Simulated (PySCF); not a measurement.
**How the method changes the constants of BeZn⁺**

State: ²Σ⁺ (doublet), unpaired electrons σ ↑. Set-up: Be jorge-DZP-DKH, Zn jorge-DZP-DKH; spin-free X2C with a Gaussian nucleus (PySCF 2.14). De refers to Be⁺ + Zn in their ground configurations, without counterpoise correction. The functionals are run spin-unrestricted. A positive dipole points towards Zn; it is taken about the centre of mass and depends on that origin.

```json
{"Level": "ROHF", "Re (Å)": "2.410", "ωe (cm⁻¹)": "373", "De (eV)": "1.62", "μ (D)": "-1.77"}
{"Level": "ROHF-MP2", "Re (Å)": "2.329", "ωe (cm⁻¹)": "399", "De (eV)": "1.94", "μ (D)": "n/a"}
{"Level": "ROHF-SCS-MP2", "Re (Å)": "2.346", "ωe (cm⁻¹)": "390", "De (eV)": "1.91", "μ (D)": "n/a"}
{"Level": "ROHF-CCSD", "Re (Å)": "2.359", "ωe (cm⁻¹)": "385", "De (eV)": "2.03", "μ (D)": "n/a"}
{"Level": "ROHF-CCSD(T)", "Re (Å)": "2.353", "ωe (cm⁻¹)": "387", "De (eV)": "2.05", "μ (D)": "n/a"}
{"Level": "LDA", "Re (Å)": "2.246", "ωe (cm⁻¹)": "420", "De (eV)": "2.38", "μ (D)": "-3.48"}
{"Level": "PBE", "Re (Å)": "2.287", "ωe (cm⁻¹)": "403", "De (eV)": "2.34", "μ (D)": "-3.23"}
{"Level": "r²SCAN", "Re (Å)": "2.274", "ωe (cm⁻¹)": "418", "De (eV)": "2.34", "μ (D)": "-3.20"}
{"Level": "M06-L", "Re (Å)": "2.301", "ωe (cm⁻¹)": "395", "De (eV)": "2.25", "μ (D)": "-3.02"}
{"Level": "PBE0", "Re (Å)": "2.318", "ωe (cm⁻¹)": "395", "De (eV)": "2.25", "μ (D)": "-3.10"}
{"Level": "BHandHLYP", "Re (Å)": "2.356", "ωe (cm⁻¹)": "374", "De (eV)": "2.03", "μ (D)": "-3.21"}
```

The bond length runs from 2.246 Å (LDA) to 2.410 Å (ROHF). De spans 1.62 eV (ROHF, mean field) to 2.38 eV (LDA, local density). Correlation at CCSD(T) changes the Hartree–Fock bond energy by +0.43 eV; the triples alone change it by +0.02 eV.

Correlated steps freeze 5 core orbitals. Correlated levels converge slowly with the basis: in double zeta they bind strong bonds too weakly, by up to about 1 eV, and carry superposition errors of some tenths. For an ion De counts to the pair picked by the measured ionisation energies or electron affinities, which need not be the lowest pair at this level. The state was picked by a PBE0 search and need not be the measured ground state.

The whole job (state search and all levels along the bond) took about 3.7 min on 1 thread of Arm Neoverse V1 (shared host), peak memory 0.71 GiB.
